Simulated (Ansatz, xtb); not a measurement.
# Two structures of AlCl2GeH2

Structure I: a doublet given by its coordinates. Structure II: a doublet given by its coordinates. Both are isolated molecules in the gas phase, relaxed with B3LYP/6-31G*.

I (Å):

```json
{"atom": "Al", "x (Å)": "-2.5171", "y (Å)": "-0.5323", "z (Å)": "-0.7521"}
{"atom": "Cl", "x (Å)": "-3.8608", "y (Å)": "-2.0030", "z (Å)": "-1.4374"}
{"atom": "Cl", "x (Å)": "-1.8770", "y (Å)": "1.0020", "z (Å)": "-2.0412"}
{"atom": "Ge", "x (Å)": "-1.2989", "y (Å)": "-0.8357", "z (Å)": "1.4270"}
{"atom": "H", "x (Å)": "-2.8283", "y (Å)": "0.0237", "z (Å)": "0.8689"}
{"atom": "H", "x (Å)": "-2.3141", "y (Å)": "-1.7399", "z (Å)": "2.2527"}
```

Close contacts (Å): Al1–Cl2 2.11, Al1–Cl3 2.10, Al1–Ge4 2.51, Al1–H5 1.74, Ge4–H5 1.84, Ge4–H6 1.59.

II (Å):

| atom | x (Å) | y (Å) | z (Å) |
| --- | --- | --- | --- |
| Al | -0.0509 | 0.0189 | -0.8685 |
| Cl | 0.7175 | -1.3355 | 0.7677 |
| Cl | 1.5192 | 1.0003 | -1.8967 |
| Ge | -0.2657 | 0.6068 | 2.0406 |
| H | -1.2813 | -0.5976 | -1.6222 |
| H | -0.6091 | 1.1058 | 0.3806 |

Close contacts (Å): Al1–Cl2 2.26, Al1–Cl3 2.12, Al1–Ge4 2.98, Cl2–Ge4 2.52, Al1–H5 1.57, Al1–H6 1.75, Ge4–H6 1.77.

Estimate which is lower in electronic energy at CCSD(T)/def2-SVP + ΔMP2/def2-TZVPP, and by roughly how much.

The CCSD(T)/def2-SVP + ΔMP2/def2-TZVPP calculation puts structure II lower, by 1.66 kcal/mol.

Level by level:

| level | geometry | E(II) − E(I) (kcal/mol) | departure from the last row (kcal/mol) | job, with rough time for the two |
| --- | --- | --- | --- | --- |
| B3LYP/6-31G* | B3LYP/6-31G* | −3.33 | −1.68 | optimisation, 75 s |
| HF/def2-SVP | B3LYP/6-31G* | −5.20 | −3.55 | part of the CCSD(T) run |
| MP2/def2-SVP | B3LYP/6-31G* | −2.50 | −0.85 | part of the CCSD(T) run |
| CCSD(T)/def2-SVP | B3LYP/6-31G* | −2.79 | −1.13 | single point |
| CCSD(T)/def2-SVP + ΔMP2/def2-TZVPP | B3LYP/6-31G* | −1.66 |  | single point, 26 s |

None of the levels shown reverses the order. The largest departure from CCSD(T)/def2-SVP + ΔMP2/def2-TZVPP is that of HF/def2-SVP, 3.55 kcal/mol. Levels run at GFN2-xTB geometries aren't shown. The last row adds to CCSD(T) the change of the MP2 difference between the two basis sets, here +1.13 kcal/mol.

With harmonic frequencies from B3LYP/6-31G* (ideal gas, rigid rotor, one conformer each, 298.15 K, 1 atm): on the last row, ΔE + ΔZPE = −1.09, ΔH = −1.22, ΔG = −0.82 kcal/mol.

Open shells are spin-unrestricted. The correlated steps freeze 24 core orbitals; the filled d shell of Ge is correlated, in a basis made for valence electrons. Run with Ansatz 0.2.0; the last row on 2 threads of Intel(R) Xeon(R) Gold 6455B (Sapphire Rapids) on a shared host.
